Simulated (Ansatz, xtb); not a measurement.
Molecule: SF$_{2}$, net charge 1, doublet state. 
Geometry from a B3LYP-D3(BJ)/def2-TZVP (Ansatz, a quantum-chemistry and plane-wave program) optimisation:
```
S
F 1 1.5173
F 1 1.5173 2 102.06
```
Charge +1, spin multiplicity 2.

Harmonic wavenumbers from GFN2-xTB (xtb, at its own minimum), cm⁻¹: 307, 791, 819.

Task: Give the harmonic wavenumbers at B3LYP-D3(BJ)/def2-TZVP (Ansatz, finite differences of forces, unscaled).

Result: 400, 970, 989 cm⁻¹. Zero-point energy 3.4 kcal/mol.

Task: From these and the geometry, give the ideal-gas thermochemistry at 298.15 K and 1 atm (rigid rotor, harmonic oscillator).

Result: Point group C2v, rotational symmetry number 2. Rotational constants 31.92, 9.559, 7.356 GHz. S(trans) 38.66, S(rot) 21.11, S(vib) 1.17, S(elec, spin only) 1.38, S 62.3 cal/(mol K). H(298) - H(0) 2.61 kcal/mol; G - E(el) -12.6 kcal/mol.
